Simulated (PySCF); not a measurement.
A GIAO shielding run with PySCF 2.14.0 with density-fitted response routines (density fitting, non-relativistic, gas phase) on `[S+](CC#CC)(C)(C)=O`, [C6H11OS]+:

```
$ OMP_NUM_THREADS=1 python probes_run.py task.json out

{"job": {"kind": "nmr", "xc": "PBE0", "basis": "pcSseg-1"}, "charge": 1, "multiplicity": 1}
C      2.560352     1.630837    -1.202887
C      1.801193     0.520800    -0.698850
C      1.179981    -0.418261    -0.277635
C      0.445607    -1.547458     0.222081
S     -1.218667    -1.002858     0.755421
C     -1.999961    -0.220844    -0.665623
C     -0.983854     0.296263     1.979370
O     -2.003430    -2.075770     1.266945
H      3.067160     1.340228    -2.121735
H      3.305679     1.934968    -0.469802
H      1.904069     2.473747    -1.415317
H      0.291314    -2.313889    -0.539323
H      0.918843    -1.998439     1.095978
H     -1.331156     0.543781    -1.044761
H     -2.947974     0.205681    -0.353067
H     -2.179989    -0.981032    -1.420386
H     -0.331317     1.051681     1.556093
H     -0.535419    -0.143614     2.865495
H     -1.952233     0.713430     2.237080
```

Hardware: 1 thread of an Arm Neoverse N1, shared host. The job also computes population analyses, field gradients.

**Question.** How large is the calculation?

**Answer.** 70 electrons, 198 basis functions and 1046 auxiliary functions.

**Question.** How long does it take, and how much memory does it need?

**Answer.** 59 s of wall time, with 16 SCF cycles and 5 response iterations; peak memory 0.88 GiB. Times on a shared host scatter by some tens of per cent.
